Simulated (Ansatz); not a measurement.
This singlet lies 0.70 eV below the relaxed triplet at the level B3LYP/cc-pVTZ // PBE0-D3(BJ)/def2-TZVP (Ansatz, a quantum-chemistry and plane-wave program).

Species: CH₃NSi₂, SMILES `N#C[Si][SiH3]` (lower singlet) (charge 0, multiplicity 1).

Task: Give a relaxed geometry from Ansatz with PBE0-D3(BJ)/def2-TZVP.

Result: the end point of this relaxation (outside a Z-matrix the atoms follow the SMILES, hydrogens last).
Cartesian coordinates (Å) in one orientation:
```xyz
7

N      2.658     0.747    -0.585
C      1.878    -0.100    -0.456
Si     0.721    -1.547    -0.286
Si    -1.045    -0.023     0.254
H     -0.655     0.757     1.461
H     -1.234     0.901    -0.898
H     -2.323    -0.734     0.523
```
